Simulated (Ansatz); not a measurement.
Zn₈Te₇Cl₂. Total charge 0; singlet. Geometry PBE-D4/def2-SVP, basis def2-SVP, Ansatz.

Cartesian coordinates in Å:
```
Te 0.182 4.786 -1.536
Te 2.607 2.551 1.292
Te 1.360 0.615 -2.524
Te -1.828 -2.346 -0.911
Te -1.586 1.324 0.837
Te 0.892 -5.522 1.137
Te -1.283 -2.072 3.952
Zn -0.512 2.537 -2.553
Zn 2.033 2.866 -1.232
Zn 0.397 -3.297 0.047
Zn 0.154 3.290 0.685
Zn 1.055 0.601 0.296
Zn -1.208 0.080 -1.532
Zn -1.443 -1.372 1.539
Zn -0.176 -3.974 2.780
Cl -2.441 1.441 -3.119
Cl 1.797 -1.507 0.841
```

| run | HOMO (eV) | LUMO (eV) |
| --- | --- | --- |
| A | -5.78 | -2.76 |
| B | -6.50 | -2.05 |
| C | -5.08 | -3.26 |
| D | -4.82 | -3.32 |
| E | -4.58 | -3.15 |

In the def2 sets Te takes a core potential; there is no spin–orbit coupling. Single mean-field runs in def2-SVP are fitted with def2-universal-jkfit.

**Question.** The runs used BHLYP, BLYP, PBE, PBE0, r2SCAN. Estimate which is which.

**Answer.** A PBE0 (25 % exact exchange); B BHLYP (50 % exact exchange); C r2SCAN (0 % exact exchange); D PBE (0 % exact exchange); E BLYP (0 % exact exchange). Exact exchange lowers occupied and raises empty levels; among semilocal functionals meta-GGAs tend to open the gap a little, and such runs are hard to tell apart. The gap grows from 1.42 eV (BLYP) to 4.45 eV (BHLYP).
